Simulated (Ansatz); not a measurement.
Match the barriers

Saddle point of SiH3Cl3O, closed shell (SiH₂Cl₂O ([OH][SiH]([Cl])[Cl]) + HCl → SiHCl₃ ([Cl][SiH]([Cl])[Cl]) + H₂O; bonds formed: Si1–Cl7, O2–H6; bonds broken: Si1–O2, H6–Cl7), PBE0-D4/def2-TZVP structure:

Si1  (0.078, 0.604, -0.273)
O2  (-0.480, -0.781, 0.683)
Cl3  (-1.008, 0.869, -1.955)
Cl4  (-0.785, 1.965, 1.070)
H5  (1.468, 1.049, -0.217)
H6  (0.156, -1.522, 0.228)
Cl7  (1.149, -1.502, -1.175)
H8  (-0.578, -0.683, 1.639)
(Å)

Ansatz 0.2.0; basis: def2-TZVPP, with def2-QZVPP for the basis limit; cores frozen in the correlated methods. Extrapolation: Hartree–Fock as exp(−7.88 √X), correlation as X^−2.97. Four methods, as single points on the PBE0-D4 structures, gave these electronic barriers from the start structure: 22.31, 24.68, 28.21, 38.52 kcal/mol.

(1) The methods were, in alphabetical order, BLYP-D4, CCSD(T), HF, r2SCAN-D4. Which gave which? (Judge from chemistry; the calculation decides.)

T1 diagnostic: at most 0.010.

Results:

(1) By the calculation: r2SCAN-D4 22.31; BLYP-D4 24.68; CCSD(T) 28.21; HF 38.52 kcal/mol. For comparison, CCSD(T) at an estimated basis limit (MP2 extrapolated from triple and quadruple zeta, plus CCSD(T) − MP2 in triple zeta) gives 25.85 kcal/mol.

Hydrogen chloride, the by-product of chloride precursors, can attack films and sites by steps of this kind.

Labels in which every atom is bracketed show which atoms are joined, not bond orders.

For scale, one of the runs: CCSD(T)/def2-TZVPP, 241 basis functions, launched by `ansatz run in.yaml --threads 8 --pin off --events-out ev --progress --plain --max-ram 19148MiB`. Time: 65 s of wall clock on 8 CPU threads of an Arm Neoverse V2; the host was shared. Peak host memory: 4.3 GiB.
